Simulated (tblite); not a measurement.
F₂Si, charge +1, doublet, at a GFN2-xTB geometry (a state made from the parent by changing its charge; the spin is typed, not shown lowest); IPEA1-xTB (tblite 0.6.0).

The tblite input:
```
$ tblite run mol.xyz --method ipea1 --charge 1 --spin 1 --json tblite.json --no-restart

# file mol.xyz
3

F     -1.31551725    -0.40462820     0.01044998
Si    -0.01740213     0.44992730     0.03735713
F      1.34258723    -0.29525872    -0.06856107
```

What does tblite print? Leave out banner, timings and long lists.


```
xTB calculator
 | screened Coulomb repulsion
 | Coulomb electrostatics
 |  * isotropic Klopman-Ohno-Mataga-Nishimoto electrostatics
 |  * onsite third-order electrostatics
 | DFT-D3(BJ) dispersion correction

halogen bonding energy    0.0000000000000E+00 Eh
repulsion energy          3.4376649541420E-02 Eh
dispersion energy        -3.7595749778726E-04 Eh
number of electrons       1.7000000000000E+01 e
integral cutoff           4.0000000000000E+01 bohr

------------------------------------------------------------
  cycle        total energy    energy error   density error
------------------------------------------------------------
      1     -11.20136401123  -1.1235365E+01   7.8601722E-01
      2     -10.29691153419   9.0445248E-01   9.2320784E-01
      3     -11.98258222727  -1.6856707E+00   3.9598086E-01
      4     -12.23522691478  -2.5264469E-01   4.3227998E-02
      5     -12.23160683217   3.6200826E-03   4.6066911E-02
      6     -12.23605391995  -4.4470878E-03   4.7072114E-03
      7     -12.23604401137   9.9085870E-06   3.9070210E-03
      8     -12.23606621629  -2.2204918E-05   7.5455711E-04
      9     -12.23606734517  -1.1288853E-06   1.2647256E-04
     10     -12.23606737879  -3.3623222E-08   3.5620277E-05
     11     -12.23606738094  -2.1411690E-09   5.8508106E-07
------------------------------------------------------------

electronic energy        -1.2270068072979E+01 Eh
total energy             -1.2236067380935E+01 Eh

Post processing:
 | Mayer-Wiberg bond orders

[Info] JSON dump of results written to 'tblite.json'
```
